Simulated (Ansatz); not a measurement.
InGaN₂, relaxed as a singlet with RKS PBE-D4/def2-SVP in Ansatz, starting from the GFN1-xTB geometry. Force threshold 0.02 eV/Å.

In the def2 sets In takes a core potential; there is no spin–orbit coupling. The structure comes from a short search, and lower isomers may exist.

Start:

Cartesian coordinates in Å:
```
Ga 0.084 0.106 -1.708
In -0.192 -0.226 1.963
N -0.410 0.932 -0.107
N 0.519 -0.812 -0.148
```

```tsv
step	energy (eV)	largest force component (eV/Å)	SCF passes
1	-60507.5516	2.564	55
2	-60508.5737	3.752	45
3	-60510.8888	2.503	41
4 (rejected)	-60507.2996	35.713	34
5	-60511.3022	2.280	30
6	-60511.5464	0.411	37
7	-60511.5655	0.219	30
8	-60511.5674	0.024	31
9	-60511.5674	0.001	33
```

Force components are those of the run's own axes.

End:

```
atom   x (Å)   y (Å)   z (Å)
 Ga1   0.170   0.186  -2.153
 In2  -0.178  -0.196   2.285
  N3  -0.288   0.549  -0.042
  N4   0.296  -0.539  -0.090
```

Bonds formed: N3–N4 (atoms count from 1). The end is the same structure that another start reached, the lowest one found.

No frequencies were taken in this run, so the end may be a saddle point.

Run time 9.5 s (2 threads of Intel Xeon Platinum 8488C on a shared host).
